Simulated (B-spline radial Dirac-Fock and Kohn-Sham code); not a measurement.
## X-ray lines that fill the M3 vacancy in Ho⁺

System: the Ho⁺ ion in the configuration [Xe] 4f11 6p1 (an excited configuration).

These are calculated numbers from a radial atomic solver; the model is independent-particle rates on relativistic LDA orbitals of the hole state (multipoles up to L = 3, Coulomb Auger matrix elements, transition energies from Dirac-Fock).

```csv
line,multipole,energy (eV),rate (s⁻¹),share (%)
M3-M4,E1,354.9,1.30e+11,0.494
M3-M5,E1,393.2,1.65e+12,6.23
M3-N1,E1,1306.8,4.38e+12,16.6
M3-N2,E2,1390.9,8.02e+09,0.0304
M3-N3,E2,1430.9,6.93e+09,0.0262
M3-N4,E1,1569.9,2.15e+12,8.14
Mγ,E1,1577.1,1.73e+13,65.4
M3-O1,E1,1688.7,7.46e+11,2.82
M3-N6,E2,1740.8,1.15e+10,0.0437
M3-N7,E2,1741.9,6.76e+10,0.256
```

The listed lines hold 100.0 % of the radiative rate. The radiative width is 0.0174 eV in the length form and 0.0171 eV in the velocity form; the two differ because the transition energies are not eigenvalue differences of the potential that gave the orbitals.
